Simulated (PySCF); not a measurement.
Cards and structures have been mixed up. Pair them.

Structures:
1. `[CH3][GeH2][AsH2]`
2. `[SiH3]Cc1ccc(Cl)cc1`
3. `O=P(O)(O)O`
4. `[H][In]([H])([H])<-[OH2]`
5. `CCCCC1CC1`

Card P (geometry PBE0-D3(BJ)/def2-SVP):
- Rotational constants A, B, C: 8.756, 0.973, 0.935 GHz
- Static isotropic polarisability (CAM-B3LYP/def2-SVPD): 84.1 au
- Strongest line among the 10 lowest singlet transitions (TDDFT CAM-B3LYP/def2-SVPD): S7 at 8.69 eV (143 nm, f = 0.062)
- Dipole moment (CAM-B3LYP/def2-SVPD): 0.12 D
- HOMO energy (CAM-B3LYP/def2-SVPD): -9.26 eV
- Lowest triplet excitation (Tamm–Dancoff) (TDA CAM-B3LYP/def2-SVPD): 7.72 eV
- Largest of the computed one-bond spin–spin couplings (means over like bonds) (B3LYP/pcJ-1, spin–dipole term left out): 13C–1H +168.5 (×2), 13C–1H +166.4 (×2), 13C–1H +162.2, 13C–1H +131.3 (×3), 13C–1H +129.4 (×2), 13C–1H +129.4 (×2), 13C–1H +129.3 (×2), 13C–13C +46.4 Hz

Card Q (geometry PBE0-D3(BJ)/def2-SVP):
- Rotational constants A, B, C: 4.473, 4.419, 4.408 GHz
- Static isotropic polarisability (CAM-B3LYP/def2-SVPD): 37.9 au
- Vertical ionisation energy (ΔSCF CAM-B3LYP/def2-SVPD): 11.64 eV
- Dipole moment (CAM-B3LYP/def2-SVPD): 0.36 D
- HOMO energy (CAM-B3LYP/def2-SVPD): -10.51 eV
- Core binding energies (ΔSCF SCAN, pcX-2 on the ionised atom, pcseg-1 elsewhere, spin-free X2C, 2p3/2 from a spin–orbit splitting computed afterwards within the 2p shell): P2p3/2 140.6, O1s 537.4, O1s 540.1 (×3), P1s 2154.9 eV
- Lowest singlet excitation (TDDFT CAM-B3LYP/def2-SVPD): 7.63 eV (162 nm, f = 0.029)

Card R (geometry PBE0-D3(BJ)/def2-SVP):
- Rotational constants A, B, C: 47.553, 5.072, 5.024 GHz
- Static isotropic polarisability (CAM-B3LYP/def2-SVPD): 51.7 au
- Lowest triplet excitation (Tamm–Dancoff) (TDA CAM-B3LYP/def2-SVPD): 5.18 eV
- HOMO energy (CAM-B3LYP/def2-SVPD): -8.85 eV
- Vertical ionisation energy (ΔSCF CAM-B3LYP/def2-SVPD): 9.91 eV
- Lowest singlet excitation (TDDFT CAM-B3LYP/def2-SVPD): 5.51 eV (225 nm, f = 0.004)

Card S (geometry PBE0-D3(BJ)/def2-SVP):
* Rotational constants A, B, C: 10.024, 1.680, 1.500 GHz
* Dipole moment (PBE0-D3(BJ)/def2-SVP): 1.32 D
* Point group: Cs

Card T (geometry PBE0-D3(BJ)/def2-SVP):
- Rotational constants A, B, C: 3.590, 0.496, 0.475 GHz
- Static isotropic polarisability (CAM-B3LYP/def2-SVPD): 124.5 au
- HOMO energy (CAM-B3LYP/def2-SVPD): -8.00 eV
- Lowest singlet excitation (TDDFT CAM-B3LYP/def2-SVPD): 5.11 eV (243 nm, f = 0.008)
- Dipole moment (CAM-B3LYP/def2-SVPD): 2.10 D
- Point group: Cs
- Strongest line among the 6 lowest singlet transitions (TDDFT CAM-B3LYP/def2-SVPD): S5 at 6.76 eV (183 nm, f = 0.518)

All species are isolated and taken at one optimised geometry (atoms past krypton carry core potentials, spin–orbit coupling is left out); the electronic structure was computed with PySCF and density fitting.

Question: Which card belongs to which structure?

Answer: P = 5, Q = 3, R = 4, S = 1, T = 2. What ties each card to its structure:
- 1 (card S), CH7AsGe, monoisotopic mass 167.9 u, 3 heavy atoms: an asymmetric top with C = 1.500 GHz; dipole 1.32 D.
- 2 (card T), C7H9ClSi, monoisotopic mass 156.0 u, 9 heavy atoms: an asymmetric top with C = 0.475 GHz, the lowest such constant on the cards; polarisability 124.5 au for 82 electrons, the largest shown; dipole 2.10 D.
- 3 (card Q), H3O4P, monoisotopic mass 98.0 u, 5 heavy atoms: core lines of O and P; a nearly spherical top with C = 4.408 GHz; polarisability 37.9 au for 50 electrons, the smallest shown; dipole 0.36 D.
- 4 (card R), H5InO, monoisotopic mass 135.9 u, 2 heavy atoms: a nearly prolate symmetric top with C = 5.024 GHz, the highest such constant on the cards; polarisability 51.7 au for 62 electrons.
- 5 (card P), C7H14, monoisotopic mass 98.1 u, 7 heavy atoms: an asymmetric top with C = 0.935 GHz; polarisability 84.1 au for 56 electrons; dipole 0.12 D.
